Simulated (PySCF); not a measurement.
## Working with the constants of BeC

PBE0 constants of BeC, ³Π (triplet), unpaired electrons σ ↑, π ↑, a second solution, started from another occupation (basis Be def2-TZVP, C def2-TZVP; no relativity; PySCF 2.14; masses 9.0122 and 12.0000 u):

* ωe: 766.8 cm⁻¹
* ωexe: 9.02 cm⁻¹
* Be: 1.0187 cm⁻¹
* αe: 0.0157 cm⁻¹
* D (centrifugal): 7.19e-06 cm⁻¹

(1) Give the vibrational terms G(v) and spacings up to v = 6.

Results:

(1) G(v) = ωe(v+½) − ωexe(v+½)².

| v | G(v) (cm⁻¹) | G(v) − G(v−1) | Bv (cm⁻¹) |
| --- | --- | --- | --- |
| 0 | 381 |  | 1.011 |
| 1 | 1130 | 749 | 0.995 |
| 2 | 1861 | 731 | 0.979 |
| 3 | 2573 | 713 | 0.964 |
| 4 | 3268 | 695 | 0.948 |
| 5 | 3945 | 677 | 0.932 |
| 6 | 4603 | 659 | 0.917 |
